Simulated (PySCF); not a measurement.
In₂S, singlet: structure and spectrum

Level of theory: PBE0 in PySCF with S def2-TZVP, In def2-TZVP with ECP28; scalar-relativistic core potentials, no spin–orbit coupling; density-fitted integrals.

The structure is a minimum.

```xyz
3
charge 0 multiplicity 1, angstrom
S     0.0000    0.0000   -1.0258
In    2.1504    0.0000    0.1499
In   -2.1504    0.0000    0.1499
```

```
Point group                                                                   : C2v
Bond lengths                                                                  : S–In 2.451 Å (×2)
Bond angles                                                                   : In–S–In 122.7°
Highest occupied level                                                        : -5.96 eV
Rotational constants                                                          : 0.4345, 0.01586, 0.0153 cm⁻¹
Principal polarisabilities                                                    : 83.6, 91.8, 187.9 bohr³
Lowest empty level                                                            : -1.61 eV
Enthalpy at 298.15 K above 0 K                                                : 14.42 kJ/mol
Zero-point energy                                                             : 3.8 kJ/mol
Principal quadrupole moments (Buckingham, traceless) about the centre of mass : -3.89, 1.08, 2.81 D Å
Dipole moment                                                                 : 1.90 D
Rotational symmetry number                                                    : 2
Entropy at 298.15 K and 1 bar                                                 : 329.2 J/(mol K)
Atomisation energy without zero-point energy                                  : 650 kJ/mol
Heat capacity Cp at 298.15 K                                                  : 55.5 J/(mol K)
```

Harmonic modes (masses in u: S 31.972, In 114.904):
| symmetry | ω (cm⁻¹) | IR (km/mol) |
| --- | --- | --- |
| a1 | 37 | 0.4 |
| a1 | 243 | 16.0 |
| b2 | 353 | 272 |

In C2v the vibrations span 2a1 + b2. Here b1 is antisymmetric to the molecular plane and b2 lies in it.

Charges (e):
```tsv
atom	Mulliken	Löwdin	polar tensor	Mayer order to S1
S1	-0.65	0.02	-1.24	–
In2,3	0.33	-0.01	0.62	1.05
```

Mulliken populations on S1: s 5.89, p 10.73, d 0.03, f 0.00.

Outer orbital energies (eV). occupied: -20.71, -20.71, -17.52, -10.38, -8.83, -6.64, -6.33, -5.96; empty: -1.61, -1.57, -1.33, -1.09.

Only a few start shapes were tried, so a lower isomer may exist.

The final relaxation and frequency run took roughly 2.2 core-minutes on a shared host.
